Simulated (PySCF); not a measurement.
C₃H₉Al, SMILES [CH3][Al]([CH3])[CH3] (connectivity only; charge and spin as stated), charge +1, multiplicity 2.

The structure is a stationary point at PBE-D3(BJ)/def2-SVP. The multiplicity is an assumed one; no other spin state was optimised. The isomer is the one that the SMILES or the coordinates give; other isomers of the formula were not compared.

Method: PBE-D3(BJ)/def2-SVP (PySCF).

Frequencies are harmonic and unscaled.

```tsv
mode	ν (cm⁻¹)	IR (km/mol)	moving atoms (share of kinetic energy)
1	19	0.2	H 95 %
2	26	0.0	H 97 %
3	75	0.0	H 95 %
4	91	4.9	C 39 %, Al 32 %, H 29 %
5	152	3.9	Al 49 %, H 32 %, C 19 %
6	166	3.0	C 61 %, H 27 %, Al 12 %
7	346	55.1	C 67 %, Al 23 %, H 10 %
8	441	3.5	C 72 %, H 24 %
9	493	5.5	H 89 %, C 10 %
10	565	15.1	H 88 %, C 12 %
11	567	4.2	H 88 %, C 12 %
12	592	2.3	H 73 %, C 25 %
13	643	16.5	H 81 %, C 18 %
14	663	78.4	H 74 %, C 18 %, Al 8 %
15	729	80.4	Al 46 %, C 31 %, H 24 %
16	931	209.4	H 87 %, C 9 %
17	1099	27.9	H 81 %, C 19 %
18	1177	23.1	H 81 %, C 19 %
19	1280	14.1	H 92 %
20	1288	14.9	H 93 %
21	1344	10.2	H 95 %
22	1347	8.9	H 94 %
23	1351	7.9	H 95 %
24	1353	6.1	H 95 %
25	2941	52.1	H 98 %
26	2946	27.3	H 98 %
27	2966	12.9	H 97 %
28	3061	7.0	H 91 %, C 9 %
29	3074	1.7	H 91 %, C 9 %
30	3086	17.5	H 90 %, C 10 %
31	3097	17.3	H 91 %, C 9 %
32	3142	14.9	H 90 %, C 10 %
33	3172	16.0	H 90 %, C 10 %
```
